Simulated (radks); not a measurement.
Valence configurations of Ce (all share [Xe]). Method: Dirac Kohn-Sham, BLYP, spin-unpolarised, spherical densities, finite nucleus; open shells fill j = l - 1/2 first; Fermi nuclear charge, rms radius 4.8771 fm; computed with a radial shooting solver on a logarithmic mesh with Libxc functionals. Energies are relative to 4f1 5d1 6s2; eigenvalues in eV.

valence              E (eV)  e(4f5/2)  e(5d3/2)  e(6p1/2)  e(6s1/2)
4f2 6s2              -0.227    -0.487         -         -    -3.270
4f1 5d1 6s2           0.000    -5.243    -2.956         -    -3.573
4f1 5d2 6s1           0.855    -3.654    -2.010         -    -3.079
4f1 5d0.5 6s2 6p0.5   0.968    -6.706    -3.945    -1.703    -4.155
4f1.5 5d1 6s0.5 6p1   2.051    -2.864    -2.819    -1.583    -3.768
4f1 6s2 6p1           2.247    -8.221         -    -2.070    -4.715
4f1 5d1 6s1 6p1       2.326    -6.261    -3.786    -1.764    -4.158
5d2 6s2               4.739         -    -3.960         -    -3.814
5d1 6s2 6p1           8.000         -    -6.135    -2.171    -5.002

NIST lists [Xe] 4f1 5d1 6s2 as the ground configuration; this level of theory puts 4f2 6s2 lower, by 0.227 eV. The energies are those of spherical spin-averaged densities, not of single terms. No valid solution was reached for [Xe] 4f2 5d1 6s1.
